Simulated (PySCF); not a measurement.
Computed with PBE-D3(BJ)/def2-TZVP // B3LYP-D3(BJ)/def2-TZVP run with PySCF. Isolated molecules, 0 K electronic values unless said otherwise. 

Reference species (SMILES): `[InH][CH3]` (neutral, multiplicity 2).

```json
{
 "dipole_moment": "0.70 D"
}
```

Changed species: `[InH2]` (radical fragment; the reference has radical fragment).

### Question
Give the shifts of the dipole moment.

### Answer
the dipole moment decreases by 0.26 D, to 0.44 D.
